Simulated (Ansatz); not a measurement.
`CB(O)[SiH]1CO1` at its PBE0-D4/def2-TZVP geometry, where that method's forces vanish. The species carries charge 0 and has multiplicity 1.

```xyz
13

C     1.4794   -1.0407    0.5974
B    -0.0779   -0.9712    0.6384
O    -0.7509   -1.8209    1.4556
Si   -1.0653    0.3919   -0.4944
C    -0.3329    1.9924   -0.9602
O    -0.3178    0.8949   -1.9127
H     1.8400   -1.1114   -0.4339
H     1.8809   -1.8736    1.1790
H     1.9036   -0.1086    0.9896
H    -1.7073   -1.7342    1.4326
H    -2.5487    0.2655   -0.5963
H    -0.9625    2.8251   -1.2693
H     0.6593    2.2907   -0.6257
```

Task: What forces (eV/Å) does ωB97M-V/def2-TZVPP give on these atoms in Ansatz? (An estimate is asked.)

Result: Ansatz gave: 
```
C1   0.119  0.002 -0.011
B2   0.024  0.114 -0.100
O3  -0.134 -0.065  0.062
Si4 -0.113  0.002 -0.033
C5  -0.019  0.258  0.243
O6   0.011 -0.211 -0.161
H7  -0.029  0.004  0.070
H8  -0.035  0.061 -0.043
H9  -0.034 -0.061 -0.024
H10  0.055 -0.012  0.008
H11  0.160  0.002  0.030
H12  0.083 -0.076  0.012
H13 -0.089 -0.018 -0.054
```
